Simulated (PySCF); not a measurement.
F$_{6}$Mo, triplet (typed; the unrestricted solution is spin-contaminated), geometry from GFN2-xTB (such geometries of metal compounds can be far from the true shape) (the multiplicity is a formal guess) (all electrons, no relativity); HF/3-21G run with PySCF.

PySCF was given this input:
```python
from pyscf import gto, scf

mol = gto.M(
    atom='''
Mo   -0.000000   -0.000000    0.000000
F     1.281024   -0.228404   -1.426512
F    -1.281024    0.228404    1.426512
F    -1.086249    0.730170   -1.092374
F    -1.103351   -1.584069    0.038334
F     1.103351    1.584069   -0.038334
F     1.086249   -0.730170    1.092374
''',
    basis='3-21g',
    charge=0,
    spin=2,
    verbose=4,
)

mf = scf.UHF(mol)
mf.kernel()
mf.analyze()
```

The log (banner, timings and long lists left out):

```
PySCF version 2.14.0

[INPUT] verbose = 4
[INPUT] num. atoms = 7
[INPUT] num. electrons = 96
[INPUT] charge = 0
[INPUT] spin (= nelec alpha-beta = 2S) = 2
[INPUT] symmetry False subgroup None
[INPUT] Mole.unit = angstrom
[INPUT] Symbol           X                Y                Z      unit          X                Y                Z       unit  Magmom
[...]
nuclear repulsion = 881.958932264515
number of shells = 44
number of NR pGTOs = 171
number of NR cGTOs = 90
basis = 3-21g
ecp = {}

******** <class 'pyscf.scf.uhf.UHF'> ********
method = UHF
initial guess = minao
damping factor = 0
level_shift factor = 0
DIIS = <class 'pyscf.scf.diis.CDIIS'>
diis_start_cycle = 1
diis_space = 8
diis_damp = 0
SCF conv_tol = 1e-09
SCF conv_tol_grad = None
SCF max_cycles = 50
direct_scf = True
direct_scf_tol = 1e-13
number electrons alpha = 49  beta = 47
Set gradient conv threshold to 3.16228e-05
init E= -4542.75966450778

cycle= 1 E= -4548.42974202291  delta_E= -5.67  |g|= 1.38  |ddm|= 3.41
cycle= 2 E= -4542.75585264777  delta_E= 5.67  |g|= 3.81  |ddm|= 4.31
cycle= 3 E= -4549.70687239351  delta_E= -6.95  |g|= 0.393  |ddm|= 2.69
cycle= 4 E= -4549.77416681155  delta_E= -0.0673  |g|= 0.158  |ddm|= 0.362
cycle= 5 E= -4549.78633463061  delta_E= -0.0122  |g|= 0.0402  |ddm|= 0.142
cycle= 6 E= -4549.78909157308  delta_E= -0.00276  |g|= 0.0148  |ddm|= 0.0888
cycle= 7 E= -4549.78952347016  delta_E= -0.000432  |g|= 0.0059  |ddm|= 0.0354
cycle= 8 E= -4549.78961338841  delta_E= -8.99e-05  |g|= 0.00339  |ddm|= 0.0155
cycle= 9 E= -4549.78965140417  delta_E= -3.8e-05  |g|= 0.00184  |ddm|= 0.0113
cycle= 10 E= -4549.78966704555  delta_E= -1.56e-05  |g|= 0.000666  |ddm|= 0.00923
cycle= 11 E= -4549.78966941488  delta_E= -2.37e-06  |g|= 0.000135  |ddm|= 0.00451
cycle= 12 E= -4549.78966946272  delta_E= -4.78e-08  |g|= 6.75e-05  |ddm|= 0.000611
cycle= 13 E= -4549.78966946761  delta_E= -4.89e-09  |g|= 2.12e-05  |ddm|= 0.000122
cycle= 14 E= -4549.78966946875  delta_E= -1.14e-09  |g|= 7.14e-06  |ddm|= 7.29e-05
cycle= 15 E= -4549.78966946887  delta_E= -1.2e-10  |g|= 2.4e-06  |ddm|= 2.73e-05
Extra cycle  E= -4549.78966946888  delta_E= -1.73e-11  |g|= 1.56e-06  |ddm|= 4.59e-06
converged SCF energy = -4549.78966946888  <S^2> = 2.1051393  2S+1 = 3.0692926
**** SCF Summaries ****
Total Energy =                       -4549.789669468883403
Nuclear Repulsion Energy =             881.958932264515397
One-electron Energy =                -8044.108785161059131
Two-electron Energy =                 2612.360183427660559
Two-electron Coulomb Energy =         2791.543899299275381
DFT Exchange-Correlation Energy =     -179.183715871614822
**** MO energy ****
                             alpha | beta                alpha | beta
[...]
To work with the spin densities directly, `use mulliken_meta_spin()` only printing them here.

 ** Mulliken spin pop alpha/beta on meta-lowdin orthogonal AOs **
 ** Mulliken Spin Density (per AO)  **
spin_pop of  0 Mo 1s        0.00000
spin_pop of  0 Mo 2s       -0.00000
spin_pop of  0 Mo 3s        0.00000
spin_pop of  0 Mo 4s        0.00007
spin_pop of  0 Mo 5s        0.00310
spin_pop of  0 Mo 6s       -0.00403
spin_pop of  0 Mo 2px       0.00000
spin_pop of  0 Mo 2py       0.00000
spin_pop of  0 Mo 2pz       0.00000
spin_pop of  0 Mo 3px      -0.00000
spin_pop of  0 Mo 3py      -0.00000
spin_pop of  0 Mo 3pz      -0.00000
spin_pop of  0 Mo 4px       0.00275
spin_pop of  0 Mo 4py       0.00138
spin_pop of  0 Mo 4pz       0.00286
spin_pop of  0 Mo 5px       0.00033
spin_pop of  0 Mo 5py      -0.00231
spin_pop of  0 Mo 5pz      -0.00072
spin_pop of  0 Mo 6px       0.00029
spin_pop of  0 Mo 6py       0.00025
spin_pop of  0 Mo 6pz       0.00027
spin_pop of  0 Mo 3dxy      0.00000
spin_pop of  0 Mo 3dyz      0.00001
spin_pop of  0 Mo 3dz^2     0.00000
spin_pop of  0 Mo 3dxz     -0.00000
spin_pop of  0 Mo 3dx2-y2    0.00001
spin_pop of  0 Mo 4dxy      0.04751
spin_pop of  0 Mo 4dyz      0.41489
spin_pop of  0 Mo 4dz^2     0.02824
spin_pop of  0 Mo 4dxz     -0.05568
spin_pop of  0 Mo 4dx2-y2    0.23579
spin_pop of  0 Mo 5dxy      0.00227
spin_pop of  0 Mo 5dyz      0.01613
spin_pop of  0 Mo 5dz^2     0.00017
spin_pop of  0 Mo 5dxz     -0.00076
spin_pop of  0 Mo 5dx2-y2    0.00843
spin_pop of  1 F 1s       -0.00000
spin_pop of  1 F 2s        0.00015
spin_pop of  1 F 3s       -0.00010
spin_pop of  1 F 2px      -0.01128
spin_pop of  1 F 2py       0.03060
spin_pop of  1 F 2pz      -0.01235
spin_pop of  1 F 3px      -0.00003
spin_pop of  1 F 3py       0.00042
spin_pop of  1 F 3pz       0.00007
spin_pop of  2 F 1s       -0.00000
spin_pop of  2 F 2s        0.00015
spin_pop of  2 F 3s       -0.00010
spin_pop of  2 F 2px      -0.01128
spin_pop of  2 F 2py       0.03060
spin_pop of  2 F 2pz      -0.01235
spin_pop of  2 F 3px      -0.00003
spin_pop of  2 F 3py       0.00042
spin_pop of  2 F 3pz       0.00007
spin_pop of  3 F 1s       -0.00001
spin_pop of  3 F 2s       -0.00771
spin_pop of  3 F 3s       -0.00067
spin_pop of  3 F 2px       0.25931
spin_pop of  3 F 2py       0.12083
spin_pop of  3 F 2pz       0.26222
spin_pop of  3 F 3px       0.00015
spin_pop of  3 F 3py       0.00014
spin_pop of  3 F 3pz       0.00014
spin_pop of  4 F 1s       -0.00000
spin_pop of  4 F 2s        0.00015
spin_pop of  4 F 3s       -0.00010
spin_pop of  4 F 2px      -0.00529
spin_pop of  4 F 2py      -0.00413
spin_pop of  4 F 2pz       0.01640
spin_pop of  4 F 3px       0.00002
spin_pop of  4 F 3py       0.00014
spin_pop of  4 F 3pz       0.00030
spin_pop of  5 F 1s       -0.00000
spin_pop of  5 F 2s        0.00015
spin_pop of  5 F 3s       -0.00010
spin_pop of  5 F 2px      -0.00529
spin_pop of  5 F 2py      -0.00413
spin_pop of  5 F 2pz       0.01640
spin_pop of  5 F 3px       0.00002
spin_pop of  5 F 3py       0.00014
spin_pop of  5 F 3pz       0.00030
spin_pop of  6 F 1s       -0.00001
spin_pop of  6 F 2s       -0.00771
spin_pop of  6 F 3s       -0.00067
spin_pop of  6 F 2px       0.25931
spin_pop of  6 F 2py       0.12083
spin_pop of  6 F 2pz       0.26222
spin_pop of  6 F 3px       0.00015
spin_pop of  6 F 3py       0.00014
spin_pop of  6 F 3pz       0.00014
 ** Mulliken Spin Density (per atom)  **
spin density of  0 Mo =      0.70125
spin density of  1 F =      0.00749
spin density of  2 F =      0.00749
spin density of  3 F =      0.63441
spin density of  4 F =      0.00749
spin density of  5 F =      0.00749
spin density of  6 F =      0.63441
 ** Mulliken pop alpha/beta on meta-lowdin orthogonal AOs **
 ** Mulliken pop       alpha | beta **
In total            49.00000 | 47.00000
 ** Mulliken atomic charges   ( Nelec_alpha | Nelec_beta ) **
charge of  0Mo =      1.94636  (    20.37744     19.67620 )
charge of  1F =     -0.49171  (     4.74960      4.74211 )
charge of  2F =     -0.49171  (     4.74960      4.74211 )
charge of  3F =      0.01025  (     4.81208      4.17767 )
charge of  4F =     -0.49171  (     4.74960      4.74211 )
charge of  5F =     -0.49171  (     4.74960      4.74211 )
charge of  6F =      0.01025  (     4.81208      4.17767 )
Dipole moment(X, Y, Z, Debye):  0.00000,  0.00000, -0.00000
```
